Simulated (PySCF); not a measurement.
A side-by-side comparison of computed properties.

First species: C4H13FOSi3.
Z-matrix (Å and degrees, GFN2-xTB geometry), rows numbered from 1:
```
F 
C   1  1.3765
C   2  1.4958  1  110.80
C   3  1.3252  2  124.47  1  -144.53
Si  4  1.8780  3  125.23  2  -179.98
C   5  1.9131  4  106.81  3  -126.93
Si  6  1.9101  5  117.00  4    58.61
O   6  1.4315  5  105.39  4   -59.83
Si  8  1.6136  6  128.74  5  -122.04
H   2  1.0951  1  107.04  3  -122.63
H   2  1.0990  1  106.05  3   120.39
H   3  1.0810  2  114.38  1    36.07
H   4  1.0844  3  118.09  2     0.94
H   5  1.4662  4  111.82  3    -7.05
H   5  1.4692  4  109.33  3   115.63
H   6  1.0953  5  108.95  4  -176.87
H   7  1.4614  6  108.83  5   -56.68
H   7  1.4640  6  107.98  5    64.32
H   7  1.4650  6  108.73  5  -176.26
H   9  1.4676  8  111.80  6   -60.99
H   9  1.4683  8  111.27  6    59.26
H   9  1.4546  8   99.11  6   179.03
```

Second species: C7H9FSi.
SMILES with atom numbers: `[CH3:1]/[CH:2]=[CH:3]\[C:4]1=[C:5]([F:6])[CH:7]=[CH:8][SiH2:9]1` (hydrogens: H10, H11, H12 on C1; H13 on C2; H14 on C3; H15 on C7; H16 on C8; H17, H18 on Si9)

Levels: PBE0/pcSseg-1 for dipole moment, HOMO energy, LUMO energy and HOMO–LUMO gap; GFN2-xTB for rotational constant A and rotational constant C. Geometries: GFN2-xTB. Each species is one conformer at its optimised geometry, gas phase, non-relativistic unless stated. Electronic properties by PySCF.

Dipoles, sizes and rotational constants follow the conformer. The torsions of the flexible species, by atom-mapped SMILES:
- `[F:1][CH2:2]/[CH:3]=[CH:4]/[SiH2:5][C@H:6]([SiH3:7])[O:8][SiH3:9]`: F1–C2–C3–C4 -145°, C3–C4–Si5–C6 -127°, C4–Si5–C6–Si7 59°, Si5–C6–O8–Si9 -122°
- `[CH3:1]/[CH:2]=[CH:3]\[C:4]1=[C:5]([F:6])[CH:7]=[CH:8][SiH2:9]1`: C2–C3–C4–C5 180°

```json
{"property": "dipole moment", "column X": "1.81 D", "column Y": "1.68 D"}
{"property": "HOMO energy", "column X": "-7.40 eV", "column Y": "-6.04 eV"}
{"property": "LUMO energy", "column X": "-0.61 eV", "column Y": "-1.83 eV"}
{"property": "HOMO–LUMO gap", "column X": "6.79 eV", "column Y": "4.21 eV"}
{"property": "rotational constant A", "column X": "1.450 GHz", "column Y": "2.050 GHz"}
{"property": "rotational constant C", "column X": "0.364 GHz", "column Y": "0.745 GHz"}
```

(1) Which column belongs to which species?

(2) How does each property change from the first species to the second?

Answers

(1) Column X is the first species and column Y the second. The first has 22 atoms and 96 electrons, the second 18 and 74.

(2) dipole moment -0.13 D; HOMO energy +1.36 eV; LUMO energy -1.22 eV; HOMO–LUMO gap -2.58 eV; rotational constant A +0.600 GHz; rotational constant C +0.381 GHz.

On the first: A dipole of 1.81 D is allowed in C1, and pure rotational transitions are dipole-allowed. The dipole equals about 6.0 × 10⁻³⁰ C·m (1 D = 3.33564 × 10⁻³⁰ C·m).

On the second: The dipole equals about 5.6 × 10⁻³⁰ C·m (1 D = 3.33564 × 10⁻³⁰ C·m).
